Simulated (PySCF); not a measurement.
## Electronic absorption of C4H9FOS

Species: C4H9FOS.
InChI=1S/C4H9FOS/c1-4(2)7(6)3-5/h4H,3H2,1-2H3/t7-/m0/s1

Method: TDDFT wB97X-D/def2-SVPD, vertical, gas phase, core orbitals frozen in the response (PySCF 2.14.0, density-fitted response routines). Geometry: GFN2-xTB, one conformer, isolated molecule. Torsions of this conformer, `[CH3:1][CH:2]([CH3:3])[S@@:4](=[O:5])[CH2:6][F:7]`: C1–C2–S4–O5 -35°, C2–S4–C6–F7 59°.

**Question.** List the vertical singlet excitations with oscillator strengths and describe the spectrum.

**Answer.** 

```tsv
state	λ (nm)	E (eV)	f	main configurations (H = HOMO, L = LUMO)
S1	222.9	5.56	0.015	H→L (90%)
S2	196.4	6.31	0.058	H→L+1 (39%), H→L+2 (37%), H→L+4 (13%)
S3	190.3	6.52	0.0055	H-1→L (88%)
S4	174.9	7.09	0.047	H→L+1 (44%), H→L+2 (34%), H→L+3 (8%)
S5	167.3	7.41	0.0082	H-1→L+1 (23%), H-1→L+2 (18%), H→L+3 (15%)
S6	162.2	7.65	0.062	H→L+3 (48%), H-1→L+1 (19%), H→L+4 (13%)
S7	158.1	7.84	0.0030	H→L+4 (32%), H→L+3 (23%), H→L+5 (15%)
S8	154.6	8.02	0.015	H→L+5 (53%), H→L+4 (12%), H→L+7 (10%)
```

Triplets (Tamm–Dancoff): T1 4.93 eV, H→L (83%); T2 5.51 eV, H→L+2 (34%), H→L+1 (30%), H→L+4 (20%); T3 6.09 eV, H-1→L (81%).

The lowest singlet comes at 223 nm (537 kJ/mol) in the ultraviolet; it is weak; its leading configuration is HOMO→LUMO (90%). The strongest level in the table is S6 at 7.65 eV (162 nm, f = 0.062). Löwdin shares by element: HOMO oxygen 47%, sulfur 31%, carbon 14% or more; LUMO sulfur 48%, carbon 15% or more, oxygen 8%, fluorine 6% (atoms not listed hold the other 24%). Weighted by f, the mean energy of these states is 7.01 eV. Orbital energies (eV): HOMO-3 -12.05, HOMO-2 -11.94, HOMO-1 -9.82, HOMO -8.84, LUMO 1.65, LUMO+1 2.11, LUMO+2 2.24. The oscillator strengths of these states sum to 0.215; summed over the whole spectrum of an exact calculation they would give the number of electrons, 66 (Thomas–Reiche–Kuhn). The window holds the lowest 8 singlets.
